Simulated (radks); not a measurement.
Values are calculated unless marked as measured or tabulated.
Spin polarisation of the 3p5 shell in Ar+. Start: [Ne] 3s2 3p(up 2.5, down 2.5); electrons of 3p are moved from spin down to spin up, other shells keep equal spins. Code: a radial shooting solver on a logarithmic mesh with Libxc functionals. Model: non-relativistic Kohn-Sham, BLYP, spin-polarised, spherical densities, point nucleus.

| moment (Bohr magnetons) | E - E(0) (eV) | e(3p up) (eV) | e(3p down) (eV) | 3s down minus up (eV) |
|---|---|---|---|---|
| 0 | 0.000 | -21.985 | -21.985 | 0.000 |
| 0.25 | -0.016 | -22.111 | -21.853 | 0.281 |
| 0.5 | -0.064 | -22.232 | -21.717 | 0.562 |
| 0.75 | -0.145 | -22.348 | -21.577 | 0.841 |
| 1 | -0.257 | -22.458 | -21.432 | 1.120 |

At moment 1 the spin-polarisation energy is -0.257 eV and the 3p exchange splitting 1.026 eV, that is 1.026 eV per Bohr magneton; E = -I m^2/4 would give I = 1.028 eV.
